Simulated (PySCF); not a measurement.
**A small calculation by hand: entropy of an ideal gas**

Ge(H)2(SH)2 (GeH4S2), SMILES [SH][GeH2][SH].

Geometry: B3LYP-D3(BJ)/def2-SVP. Other conformers were not sampled.

B3LYP-D3(BJ)/def2-SVP (PySCF) gives the harmonic wavenumbers 112, 180, 217, 381, 403, 438, 604, 705, 796, 810, 856, 2131, 2143, 2672, 2673 cm⁻¹ and the rotational temperatures 0.3604, 0.1044, 0.0842 K. The molar mass is 140.78 g/mol, the symmetry number 2, the spin multiplicity 1.

**Question.** Work out the entropy at 298.15 K and 1 atm in the rigid-rotor, harmonic-oscillator model.

**Answer.** 
Translation (Sackur–Tetrode at 1 atm): S = R[1.5 ln M + 2.5 ln T − 1.16487] = 170.4 J/(mol K).
Rotation: q = (√π/σ) T^1.5/√(θA θB θC) = 81100, S = R[ln q + 3/2] = 106.4 J/(mol K).
Vibration: with u = 1.4388 ν/T, each mode gives R[u/(e^u − 1) − ln(1 − e^−u)]:
```tsv
ν (cm⁻¹)	modes	u	S (J/(mol K))
112	1	0.54	13.53
180	1	0.87	9.74
217	1	1.05	8.30
381	1	1.84	4.33
403	1	1.94	3.98
438	1	2.11	3.48
604	1	2.91	1.85
705	1	3.40	1.26
796	1	3.84	0.88
810	1	3.91	0.83
856	1	4.13	0.70
```
The stiffer modes add less than 0.005 each. Sum 48.9 J/(mol K).
Spin: R ln 1 = 0.0 J/(mol K).
Total 325.8 J/(mol K); the program's own thermochemistry gives 325.8. Translation makes up 52 % and vibration 15 %. Anharmonicity, hindered rotation and orbital degeneracy are left out.
